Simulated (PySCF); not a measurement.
C4H9O2, SMILES COC[CH]OC, doublet at its GFN2-xTB optimised geometry (Å):

```
15

C      0.3207     1.3863     3.8834
O     -0.8860     0.7136     3.6376
C     -1.1285     0.2549     2.3703
C     -0.4505     0.7850     1.1522
O     -0.8010     0.0535     0.0000
C     -0.2970    -1.2597     0.0000
H      0.3940     2.3112     3.3020
H      0.3195     1.6264     4.9459
H      1.1872     0.7545     3.6588
H     -2.1367    -0.1131     2.2772
H      0.6468     0.7852     1.2787
H     -0.7617     1.8199     0.9223
H     -0.6497    -1.8199     0.8725
H      0.8010    -1.2597     0.0000
H     -0.6595    -1.7298    -0.9115
```

Level of theory: unrestricted B3LYP/def2-TZVP (PySCF). Cells within 0.4 Å of a nucleus heavier than hydrogen are left out (blank, or x).

Map of the electrostatic potential (hartree/e), clipped to [-0.08, 0.12] on the plane z = 0.0 Å:

```
|333333333333333333333333333|
|333333333333333333333333333|
|333333333333333333333333333|
|333333333333333333333333333|
|333333333333333333333333333|
|222223333444433333333333333|
|222222333444433333333333333|
|222222233455433333333333333|
|222222223455443333333333333|
|222222122456654333333333333|
|222211112699854333333333333|
|222211004999974333333333333|
|2221100099xx995433333333333|
|2221100099xx996444433333333|
|2222110089x9999655443333333|
|222211114999999997544333333|
|222222125999x99999754333333|
|22222223599xxx9999954333333|
|222222235999x99999854333333|
|322222334899999998544333333|
|333333334589999765443333333|
|333333333456765444433333333|
|333333333344444433333333333|
|333333333333333333333333333|
|333333333333333333333333333|
|333333333333333333333333333|
|333333333333333333333333333|
```
Scale: ten equal steps from -0.059 (start of '0') to 0.120 (end of '9'), in the order '0123456789'; x runs from -4.00 to 4.00, y from -4.00 (bottom) to 4.00 (top).
